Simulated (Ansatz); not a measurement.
Consider the isomerisation: `[OH][Ge]1([SH])[CH2][O]1` → `OC(=S)[O][GeH3]`.

Program: Ansatz. Geometries: PBE0-D4/def2-TZVP. ΔE: electronic, gas phase. CCSD(T)/CBS adds triple-zeta CCSD(T) − MP2 to the extrapolated MP2 energy (def2 sets, frozen cores). For Ge outer-core shells are correlated without core-valence functions, which leaves a few kJ/mol of doubt a bond. Scalar relativity is left out up to krypton. Each species was taken in one conformer, which may not be the lowest.

`[OH][Ge]1([SH])[CH2][O]1`:

Z-matrix (Å, degrees):
```
Ge
S 1 2.197
C 1 1.885 2 128.5
O 1 1.760 2 109.0 3 -176.4
O 1 1.801 2 119.0 3 55.6
H 2 1.343 1 92.9 3 22.5
H 3 1.090 1 121.0 2 -8.6
H 3 1.090 1 119.6 2 -159.8
H 4 0.961 1 111.8 2 30.8
```

`OC(=S)[O][GeH3]`:

```xyz
9

O    -0.952    0.408   -1.029
C     0.226    1.006   -0.790
S     0.757    2.298   -1.639
O     0.870    0.432    0.185
Ge    0.205   -1.016    1.091
H    -1.366    0.888   -1.758
H     0.029   -2.158    0.090
H     1.334   -1.265    2.090
H    -1.103   -0.592    1.760
```

| species | MP2/def2-TZVPP energy (Eh) |
| --- | --- |
| `[OH][Ge]1([SH])[CH2][O]1` | -2663.98925 |
| `OC(=S)[O][GeH3]` | -2663.98543 |

(1) Work out ΔE.

Largest T1 diagnostic among the species: 0.015.

## Answers

(1) ΔE = (-2663.98543) − (-2663.98925) = 0.00382 Eh = +10.0 kJ/mol. CCSD(T)/CBS gives +9.0 kJ/mol.

In def2-TZVPP, CCSD(T) changes the Hartree–Fock value by +42.4 kJ/mol (the triples alone add +1.6 kJ/mol) and MP2 by +50.7 kJ/mol.
